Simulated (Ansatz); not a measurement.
`BN(B)CC` → `[BH2]`• + `B[N]CC`•  (homolysis of the B–N bond)

Gas-phase electronic energies from Ansatz, PBE0-D4/def2-TZVP geometries. CCSD(T)/CBS adds triple-zeta CCSD(T) − MP2 to the extrapolated MP2 energy (def2 sets, frozen cores). This one scheme is used for every species. Functionals use def2-TZVPP. HSE06 is defined as in plane-wave codes. Open shells (•) are unrestricted, without spin–orbit coupling. One conformer a species, not always the lowest.

Question: What is ΔE at CCSD(T)/CBS? (An estimate is asked.)

Answer: Ansatz gave: +581.8 kJ/mol.

Question: What do these levels give: PBE-D4, r2SCANh-D4, HSE06-D4, ωB97X-V, B2PLYP, PBE, HF/def2-SVP, MP2/def2-SVP, MP2/def2-TZVPP, SCS-MP2/def2-TZVPP, MP2/def2-QZVPP, HF/CBS(def2)? (Estimate.)

Answer: The calculation gave: PBE-D4 542.8, r2SCANh-D4 534.4, HSE06-D4 553.2, ωB97X-V 571.6, B2PLYP 557.8, PBE 534.0, HF/def2-SVP 463.8, MP2/def2-SVP 597.2, MP2/def2-TZVPP 606.3, SCS-MP2/def2-TZVPP 597.8, MP2/def2-QZVPP 612.2, HF/CBS(def2) 455.3 kJ/mol.

Largest T1 diagnostic among the species: 0.021.

From BLYP to BHLYP (50 % exact exchange), in def2-TZVPP and without D4, ΔE moves by +29.8 kJ/mol. Leaving LDA and LC-ωPBE aside and taking each functional with its dispersion term where it has one, the values, not all of them listed here, spread over 47.6 kJ/mol, from r2SCAN-D4 to ωB97M-V. LDA lies +70.7 kJ/mol from PBE without D4, its usual overbinding.
